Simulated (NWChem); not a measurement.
System: CHCl2, doublet; SMILES Cl[CH]Cl

Input file for NWChem:

```
start job
memory heap 200 mb stack 700 mb global 900 mb
geometry units angstroms noautoz
  Cl    -0.173850     0.007799     1.470435
  C      0.680973     0.042420     0.000000
  Cl    -0.173850     0.007799    -1.470435
  H      1.697460    -0.355374     0.000000
end
basis spherical
  Cl library def2-svpd
  C library def2-svpd
  H library def2-svpd
end
dft
  odft
  mult 2
  xc b3lyp
  iterations 150
end
tddft
  cis
  nroots 8
end
task tddft energy
```

In the optimisation the excess spin sits in a' (Cs, its own frame). Coordinates come from a PBE0/def2-SVP, spin-unrestricted optimisation. No stability test was run on the SCF state.

Vertical excitations in the gas phase. Excited states of an open shell can be spin-contaminated.

Problem. Predict the main results of this run. (B3LYP/def2-SVPD, spin-unrestricted, TDA.) Quantities: lowest excitation (eV); oscillator strength of that lowest state; lowest state with f > 0.02 (eV); oscillator strength of that bright state; lowest empty minus highest occupied level, either spin (eV).

Solution. 
```yaml
lowest excitation (eV): 4.18
oscillator_strength_of_that_lowest_state: 0.000
lowest state with f > 0.02 (eV): 5.62
oscillator_strength_of_that_bright_state: 0.081
lowest empty minus highest occupied level, either spin (eV): 3.59
```
